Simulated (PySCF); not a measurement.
## Orbital picture of SnI

HSE06 at R = 2.726 Å; Sn x2c-TZVPPall, I x2c-TZVPPall; spin-free X2C with a Gaussian nucleus (PySCF 2.14). State: ²Π (doublet), unpaired electrons π ↑. Only the outer orbitals are listed, counted within each symmetry.

```tsv
spin	orbital	occ.	ε (eV)	on Sn (%)	main shells (%)
α	19σ	1	-18.48	7	92 I s
α	20σ	1	-12.27	80	80 Sn s, 14 I p
α	21σ	1	-7.65	37	62 I p, 23 Sn p, 13 Sn s
α	11π	1	-7.40	12	87 I p, 11 Sn p
α	11π	1	-7.35	9	90 I p
α	12π	1	-4.54	88	87 Sn p, 11 I p
α	12π	0	-3.60	90	90 Sn p
α	22σ	0	-1.39	78	73 Sn p, 20 I p
α	23σ	0	3.20	75	48 Sn s, 38 I d, 27 Sn p
β	19σ	1	-18.42	6	93 I s
β	20σ	1	-11.64	76	76 Sn s, 18 I p
β	21σ	1	-7.47	40	60 I p, 22 Sn p, 18 Sn s
β	11π	1	-7.34	8	92 I p
β	11π	1	-7.15	6	94 I p
β	12π	0	-3.32	91	91 Sn p
β	12π	0	-2.58	93	92 Sn p
β	22σ	0	-1.15	78	73 Sn p, 18 I p
```

Question: Which are the highest filled and the lowest empty level, where do they sit, and how wide is the gap?

Answer: Highest filled α 12π at -4.54 eV (in %: 87 Sn p, 11 I p); lowest empty α 12π at -3.60 eV (in %: 90 Sn p); the gap at HSE06 is 0.94 eV. Both belong to one degenerate shell, split only by its one-sided filling, so this is no excitation gap.

- bond order (Mayer): 1.23
- ⟨S²⟩: 0.754
- charge on Sn (Mulliken, basis-dependent): 0.29
- charge on Sn (Löwdin, basis-dependent): -0.03
- dipole moment (positive dipole means Sn(−)I(+)): -2.13 D

Spin–orbit coupling is left out. The state was picked by a PBE0 search and need not be the measured ground state.
